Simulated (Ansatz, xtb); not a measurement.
# Relative energy of two isomers of C3H11NPSi+

Structure X: `C=C(C)[Si@H]([NH3+])P`, a singlet. Structure Y: `[NH3+][Si@H](P)C1CC1`, a singlet. Both are isolated ions in the gas phase, relaxed with B3LYP/def2-SVP; the shapes shown needn't be the lowest conformers.

X (Å):

```
atom    x (Å)    y (Å)    z (Å)
   C  -1.4201  -1.4200   0.7099
   C  -0.1597  -0.9450   0.7000
   C   1.0574  -1.8449   0.7455
   N   0.3945   1.4128   2.4648
   P  -1.7286   2.1341   0.0601
  Si   0.0916   0.8982   0.5961
   H  -1.6226  -2.4960   0.7688
   H  -2.3030  -0.7740   0.6545
   H   1.7265  -1.6059   1.5909
   H   1.6631  -1.7455  -0.1708
   H   0.7637  -2.9006   0.8441
   H   1.4162   1.3099   0.0670
   H   1.1753   0.8863   2.8797
   H  -0.4325   1.2215   3.0466
   H   0.6197   2.4101   2.5819
   H  -1.7736   1.5655  -1.2483
   H  -0.9441   3.2617  -0.3312
```

Y (Å):

```xyz
17

C     0.6004   -1.0384    0.5500
C     1.9839   -1.0982   -0.1060
C     1.6483    0.0562    0.7723
N    -2.0146    0.4017    0.6116
P    -2.2418   -2.5268   -0.8473
Si   -0.8842   -0.7496   -0.4986
H    -2.3750   -0.0954    1.4374
H    -1.4862    1.2134    0.9598
H    -2.8338    0.7720    0.1111
H    -0.6453    0.2026   -1.6129
H    -2.6099   -2.1182   -2.1643
H    -1.1435   -3.3348   -1.2678
H     0.4588   -1.7379    1.3830
H     2.0658   -0.9229   -1.1833
H     2.6637   -1.8665    0.2708
H     1.5042    1.0341    0.3004
H     2.0970    0.1054    1.7683
```

Quicker runs give these differences E(Y) − E(X): GFN2-xTB −3.5 kcal/mol; HF/STO-3G −5.5 kcal/mol (at GFN2-xTB geometries); r2SCAN-D4/def2-SVP +2.0 kcal/mol (at GFN2-xTB geometries).

Task: Estimate which is lower in electronic energy at CCSD(T)/def2-SVP + ΔMP2/def2-TZVPP, and by roughly how much.

Result: The CCSD(T)/def2-SVP + ΔMP2/def2-TZVPP calculation puts structure X lower, by 5.1 kcal/mol.

The same difference at several levels:

```
                             level        geometry  E(Y) − E(X) (kcal/mol)  departure from the last row (kcal/mol)  job, with rough time for the two
                          GFN2-xTB        GFN2-xTB                      −3.5                                    −8.6              optimisation, 0.54 s
                         HF/STO-3G        GFN2-xTB                      −5.5                                   −10.6              single point, 0.38 s
                r2SCAN-D4/def2-SVP        GFN2-xTB                      +2.0                                    −3.1               single point, 4.1 s
                    B3LYP/def2-SVP  B3LYP/def2-SVP                      +4.7                                    −0.4                optimisation, 80 s
                       HF/def2-SVP  B3LYP/def2-SVP                      +5.3                                    +0.2           part of the CCSD(T) run
                      MP2/def2-SVP  B3LYP/def2-SVP                      +1.7                                    −3.4           part of the CCSD(T) run
                  CCSD(T)/def2-SVP  B3LYP/def2-SVP                      +4.5                                    −0.7                      single point
CCSD(T)/def2-SVP + ΔMP2/def2-TZVPP  B3LYP/def2-SVP                      +5.1                                                        single point, 71 s
```

As drawn, Y has 2 C–C in place of 1 C=C. Structure X has no ring, Y a 3-membered ring.

GFN2-xTB, HF/STO-3G put the two in the other order. The largest departure from CCSD(T)/def2-SVP + ΔMP2/def2-TZVPP is that of HF/STO-3G, 10.6 kcal/mol. The last row adds to CCSD(T) the change of the MP2 difference between the two basis sets, here +0.7 kcal/mol.

With thermal terms from frequencies at re-optimised GFN2-xTB minima (ideal gas, soft modes damped towards free rotors, one conformer each, 298.15 K, 1 atm): on the last row, ΔE + ΔZPE = +6.3, ΔH = +5.8, ΔG = +6.7 kcal/mol.

The correlated steps freeze 14 core orbitals. Run with Ansatz 0.2.0, xtb 6.7.1; the last row on 4 threads of Arm Neoverse V1 on a shared host.
